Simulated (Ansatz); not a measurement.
A run on `C[O][Ge]([C](F)(F)F)([C](F)(F)F)[C](F)(F)F` with other settings.

```yaml
crystal:
  periodic: [false, false, false]
  atoms:
    - {symbol: C, position_ang: [-0.401011, -1.227737, 2.147465]}
    - {symbol: O, position_ang: [0.550454, -0.432777, 1.454797]}
    - {symbol: Ge, position_ang: [0.240531, 0.194077, -0.147714]}
    - {symbol: C, position_ang: [-1.129200, 1.672144, -0.103849]}
    - {symbol: F, position_ang: [-0.628238, 2.787660, 0.434837]}
    - {symbol: F, position_ang: [-1.562803, 1.971455, -1.332994]}
    - {symbol: F, position_ang: [-2.194940, 1.313741, 0.626331]}
    - {symbol: C, position_ang: [-0.438462, -1.253961, -1.375750]}
    - {symbol: F, position_ang: [-1.729295, -1.523166, -1.133102]}
    - {symbol: F, position_ang: [0.247249, -2.389425, -1.206478]}
    - {symbol: F, position_ang: [-0.332884, -0.899824, -2.659797]}
    - {symbol: C, position_ang: [2.000073, 0.902671, -0.800566]}
    - {symbol: F, position_ang: [2.840213, -0.092263, -1.101518]}
    - {symbol: F, position_ang: [2.588686, 1.673384, 0.114656]}
    - {symbol: F, position_ang: [1.827536, 1.638179, -1.906405]}
    - {symbol: H, position_ang: [-1.327939, -0.678615, 2.336164]}
    - {symbol: H, position_ang: [-0.634256, -2.147074, 1.601420]}
    - {symbol: H, position_ang: [0.046788, -1.497165, 3.104403]}
basis:
  gaussian: {orbitals: def2-TZVP}
hamiltonian: {xc: {name: RPBE}, dispersion: d4}
output: {forces: true}
```

```sh
$ ansatz run in.yaml --threads 11 --pin off --events-out ev --progress --plain --max-ram 174080MiB --backend cuda --devices 0, --max-vram 75GiB
```

Shortened log:

```
Functional definition: RPBE
2765 factors; their error is unknown
mean field evaluation 1: about -87209.0289 eV, gradient 9.1e1 eV
mean field evaluation 2: about -87154.3157 eV, gradient 2.0e2 eV
mean field evaluation 4: about -87221.2791 eV, gradient 1.3e1 eV
mean field evaluation 8: about -87221.5539 eV, gradient 1.9e-1 eV
mean field evaluation 16: about -87221.4934 eV, gradient 1.7e-3 eV
mean field -87221.49340669 eV, -3205.3307618444 hartree, gradient 5.2e-5 eV, S^2 0.000000; 0 other end points of the search recorded, 0 dependent functions left out
reference -87221.49344610 eV, -3205.3307632926 hartree; 74, 74 occupied and 426, 426 virtual orbitals, 2765 factors
Total energy: -87223.22945641 eV, -3205.3945604948 hartree
Atom 0 at    -0.401011    -1.227737     2.147465 Å, force    -0.264320    -0.199406     0.143535 eV/Å
Atom 1 at     0.550454    -0.432777     1.454797 Å, force     0.673738     0.086375     0.481258 eV/Å
Atom 2 at     0.240531     0.194077    -0.147714 Å, force    -0.119641     0.156088    -0.445463 eV/Å
Atom 3 at    -1.129200     1.672144    -0.103849 Å, force     0.513522    -0.556329    -0.016648 eV/Å
Atom 4 at    -0.628238     2.787660     0.434837 Å, force     0.543709     1.047384     0.528600 eV/Å
Atom 5 at    -1.562803     1.971455    -1.332994 Å, force    -0.373640     0.242341    -1.210647 eV/Å
Atom 6 at    -2.194940     1.313741     0.626331 Å, force    -0.990928    -0.396639     0.705297 eV/Å
Atom 7 at    -0.438462    -1.253961    -1.375750 Å, force     0.252584     0.548455     0.465566 eV/Å
Atom 8 at    -1.729295    -1.523166    -1.133102 Å, force    -1.235008    -0.209564     0.276836 eV/Å
Atom 9 at     0.247249    -2.389425    -1.206478 Å, force     0.701846    -1.062405     0.206677 eV/Å
Atom 10 at    -0.332884    -0.899824    -2.659797 Å, force     0.129670     0.403686    -1.220515 eV/Å
Atom 11 at     2.000073     0.902671    -0.800566 Å, force    -0.651991    -0.268944     0.265376 eV/Å
Atom 12 at     2.840213    -0.092263    -1.101518 Å, force     0.765053    -1.002345    -0.271764 eV/Å
Atom 13 at     2.588686     1.673384     0.114656 Å, force     0.523514     0.737869     0.930564 eV/Å
Atom 14 at     1.827536     1.638179    -1.906405 Å, force    -0.240053     0.683783    -1.047662 eV/Å
Atom 15 at    -1.327939    -0.678615     2.336164 Å, force    -0.255429     0.114021     0.062945 eV/Å
Atom 16 at    -0.634256    -2.147074     1.601420 Å, force    -0.084340    -0.244950    -0.119040 eV/Å
Atom 17 at     0.046788    -1.497165     3.104403 Å, force     0.111714    -0.079418     0.265084 eV/Å
Dipole moment:    -0.146678    -0.208536     0.281419 e Å
```

Run time 8 s (11 threads of an AMD EPYC 7R13 on a shared host and a whole NVIDIA H100 80 GB); peak host memory 1.2 GiB.
